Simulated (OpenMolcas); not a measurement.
An OpenMolcas run meant for neutral carbon (ANO-RCC-VDZP, DKH3; inactive shells 1s 2s; intended active space 2 electrons in 3 orbitals (2p)). One step of its input:

```
&CASPT2
Multistate=3 1 2 3
Frozen=0 0
IPEA=1.5
Imaginary=0.1
MaxIter=60
WThr=0.0 0.3 0.05
PrWF=0.5
NoMix
```

The run finished. Its levels beside those of a sound run (SS-CASPT2, IPEA 0.25 Eh, imaginary shift 0.1 Eh (closed shells correlated: 1s 2s)), in cm⁻¹ above each run's lowest level:

```csv
Level,This run,Usual run
2s² 2p² ³P₀,0.0,0.0
2s² 2p² ³P₁,15.4,15.4
2s² 2p² ³P₂,46.1,46.1
2s² 2p² ¹D₂,11411,11657
2s² 2p² ¹S₀,26344,25588
```

**Question.** Which setting is unsound, and how much does it matter here?

**Answer.** The IPEA shift is far above its usual 0.25 hartree. Against the sound run the excited levels shown move by 250 cm-1 on average and by 760 cm-1 at most.

CASPT2 breaks the degeneracy within a term, and the mean is taken; among the terms shown or strongly mixed into the levels shown the widest spread is 460 cm-1 (2s² 2p² ¹D, this run). With the s shell closed, the reference lacks s² → p² mixing. Some terms miss by over 15 % even with CASPT2, which points to a basis or an active space too small for the shells correlated. Only configurations of the active space appear.
